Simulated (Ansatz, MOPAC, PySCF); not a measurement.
Scan of H3 (cation, charge +1), singlet: symmetric bend, bond length relaxed. Scanned: H-H-H angle. Other coordinates (H-H bond length) were minimised at PBE0/def2-TZVP.

Cartesian coordinates as functions of the variables (Å; names that start with a are angles):
```
H  0  0  0
H  r*sin(a/2)  0  r*cos(a/2)
H  -r*sin(a/2)  0  r*cos(a/2)
```

RMP2/6-31G* = PySCF 2.14.0 with restricted MP2 (frozen core)/6-31G*, spherical d; CCSD(T)/aug-cc-pVDZ = CCSD(T) on RHF/aug-cc-pVDZ, frozen core in Ansatz (an electronic-structure program); PM6, restricted, heats of formation (MOPAC); RKS-CAM-B3LYP/aug-cc-pVDZ = restricted CAM-B3LYP/aug-cc-pVDZ (Ansatz); RKS-BP86/6-31G* = PySCF with restricted BP86/6-31G*, spherical d; FCI/aug-cc-pVDZ = full CI/aug-cc-pVDZ, frozen core run with Ansatz.

Energies in kcal/mol, each method relative to its own lowest point.

```tsv
a / °	RMP2/6-31G*	CCSD(T)/aug-cc-pVDZ	PM6	RKS-CAM-B3LYP/aug-cc-pVDZ	RKS-BP86/6-31G*	FCI/aug-cc-pVDZ
180	32.5	39.3	37.1	39.1	30.0	39.3
168.70	32.4	39.0	36.8	38.8	29.9	39.0
159.92	32.1	38.1	36.1	37.9	29.6	38.1
151.54	31.6	36.9	35.1	36.6	29.0	36.9
137.57	29.7	33.6	32.5	33.2	27.2	33.6
127.73	27.6	30.4	29.9	29.9	25.2	30.4
119.59	25.2	27.2	27.1	26.6	23.0	27.2
109.01	21.2	22.3	22.7	21.7	19.4	22.3
100.78	17.5	18.0	18.6	17.5	16.0	18.0
90.71	12.3	12.3	13.1	12.0	11.3	12.3
81.80	7.6	7.4	8.0	7.2	6.9	7.4
67.68	1.3	1.2	1.4	1.2	1.2	1.2
60	0.0	0.0	0.0	0.0	0.0	0.0
```

Problem. Order the methods in the basis of the full CI by their root-mean-square error against it, after the best constant shift.

Solution. CCSD(T)/aug-cc-pVDZ 0.00, RKS-CAM-B3LYP/aug-cc-pVDZ 0.17 (kcal/mol).
